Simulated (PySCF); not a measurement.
## Electron correlation in Zn (zinc, neutral)

[Ar] 3d9 4s2 4p1, one real determinant (an excited configuration). All numbers are calculated (PySCF 2.14, a scalar-relativistic core potential, in aug-cc-pVTZ-PP with ECP10MDF (6s6p5d3f2g, 88 functions)). Frozen: 3s2 3p6; 12 electrons correlated.

| level | correlation energy (mhartree) |
| --- | --- |
| CCSD | -421.03 |
| (T) | -12.89 |
| CCSD(T) | -433.92 |

Diagnostics: T1 = 0.023, D1 = 0.0892, largest double amplitude 0.047.

Problem. Is a single reference adequate?

Solution. Yes: T1 lies below 0.03 and no double amplitude reaches 0.07.

The reference is one real determinant that mixes LS terms of this configuration.
